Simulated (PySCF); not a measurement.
A structure optimised at PBE0-D3(BJ)/def2-SVP, used in a PySCF frequency run:

```xyz
11

Cl    -0.0011    -2.0193     0.0000
C     -0.0423    -0.3002     0.0000
C     -1.1420     0.4818     0.0000
C     -0.6864     1.9051     0.0000
C      0.8072     1.8120     0.0000
C      1.1733     0.5147     0.0000
H     -2.1781     0.1475     0.0000
H     -1.0600     2.4599     0.8813
H     -1.0600     2.4599    -0.8813
H      1.4741     2.6749     0.0000
H      2.1834     0.1050     0.0000
```

Q: Write its SMILES, formula and point group.

A: ClC1=CCC=C1, C5H5Cl, Cs

Q: What are its rotational constants (standard atomic weights)?

A: 8.2443, 1.9856, 1.6162 GHz
